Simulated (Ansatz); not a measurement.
The same molecule with X = O, S, Se. Ansatz, PBE0-D4/def2-TZVP geometries, multiplicity 1.

Scalar relativity is left out up to krypton. Spin–orbit coupling is left out; it splits and shifts lone-pair levels of the heavy atoms by tenths of an eV.

| X | molecule | mean X–C bond length / Å | LUMO energy (PBE/def2-TZVPP) / eV | HOMO energy (PBE/def2-TZVPP) / eV | size of the dipole moment (B3LYP/def2-TZVPP) / D |
| --- | --- | --- | --- | --- | --- |
| O | `C[C](=O)[GeH3]` | 1.202 | -2.20 | -5.51 | 2.41 |
| Se | `C[C]([GeH3])=[Se]` | 1.761 | -3.42 | -4.98 | 2.04 |

(1) Give the row for X = S, `C[C](=S)[GeH3]`. (Best estimate.)

## Answers

(1) Computed: 
```
X          molecule  mean X–C bond length / Å  LUMO energy (PBE/def2-TZVPP) / eV  HOMO energy (PBE/def2-TZVPP) / eV  size of the dipole moment (B3LYP/def2-TZVPP) / D
S  `C[C](=S)[GeH3]`                     1.615                              -3.24                              -5.11                                              2.09
```

From O to Se the mean X–C bond length rises at each step, by 0.559 Å in all; the LUMO energy (PBE/def2-TZVPP) falls at each step, by 1.22 eV in all; the HOMO energy (PBE/def2-TZVPP) rises at each step, by 0.53 eV in all. Bonds lengthen as the atom grows down the group. Dipoles are sizes alone, and their direction can turn along the series.

Positive LUMOs are unbound, so they and the gaps depend on the basis.

B3LYP here is the variant with VWN-RPA as its local correlation; programs differ in this.
